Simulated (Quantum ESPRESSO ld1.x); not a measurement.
Q: These are the eigenvalues of the occupied orbitals of an atom or ion with whole-number occupations (hartree). All-electron calculation, Dirac Kohn-Sham, PBE, spin-unpolarised, spherical densities, point nucleus. Program: ld1.x of Quantum ESPRESSO 7.5.

orbital  eigenvalue
1s1/2      -3201.14
2s1/2      -685.944
2p1/2      -665.100
2p3/2      -592.697
3s1/2      -258.365
3p1/2      -249.932
3p3/2      -231.898
3d3/2      -219.523
3d5/2      -215.465

Which element is it, and in what charge state? The configuration may be excited. Open shells, if any, are shared by 2j + 1.

A: Z = 80, mercury, charge +58: Hg58+ in [Ar] 3d4. The list shows which subshells hold electrons but not how many an open one holds; the 1s level, -3201.1 hartree, gives Z - s = 80.0 by -(Z - s)^2/2, which with screening and relativity narrows Z to a few neighbours, and the depths of the outer levels then fix element, charge and occupations together.
